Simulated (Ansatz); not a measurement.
Reaction (ligand exchange at the Si–O bond): `O[Si]O[SiH3]` + `O[Si](F)(Cl)O[SiH3]` → `F[Si](Cl)(O[SiH3])O[SiH3]` + `O[Si]O`

Isolated molecules relaxed with PBE0-D4/def2-TZVP in Ansatz; ΔE leaves out vibrations. CCSD(T)/CBS is the MP2 limit (def2-TZVPP, def2-QZVPP) plus CCSD(T) − MP2 in def2-TZVPP, frozen cores. This one scheme is used for every species. DFT in def2-TZVPP. B3LYP here is the variant with VWN-RPA as its local correlation; programs differ in this. One conformer a species, not always the lowest.

| level | ΔE (kJ/mol) | difference from CCSD(T)/CBS |
| --- | --- | --- |
| PBE-D4 | -8.2 | 2.5 |
| r2SCAN-D4 | -9.8 | 0.9 |
| PBE0-D4 | -9.6 | 1.1 |
| B3LYP-D4 | -10.7 | 0.0 |
| ωB97X-V | -9.7 | 1.0 |
| ωB97M-V | -9.0 | 1.7 |
| B2PLYP | -8.2 | 2.5 |
| PBE | -6.3 | 4.4 |
| r2SCAN | -8.9 | 1.8 |
| PBE0 | -7.7 | 3.0 |
| B3LYP | -7.8 | 2.9 |
| HF/def2-TZVPP | -10.9 | -0.2 |
| MP2/def2-TZVPP | -8.7 | 2.0 |
| SCS-MP2/def2-TZVPP | -9.1 | 1.6 |
| CCSD/def2-TZVPP | -9.5 | 1.2 |
| CCSD(T)/def2-TZVPP | -9.0 | 1.7 |
| HF/def2-QZVPP | -11.6 | -0.9 |
| MP2/def2-QZVPP | -9.9 | 0.8 |
| SCS-MP2/def2-QZVPP | -10.2 | 0.5 |
| HF/CBS(def2) | -11.7 | -1.0 |
| MP2/CBS(def2) | -10.3 | 0.4 |
| CCSD/CBS(def2) | -11.2 | -0.5 |
| CCSD(T)/CBS | -10.7 | 0 |

Largest T1 diagnostic among the species: 0.015.
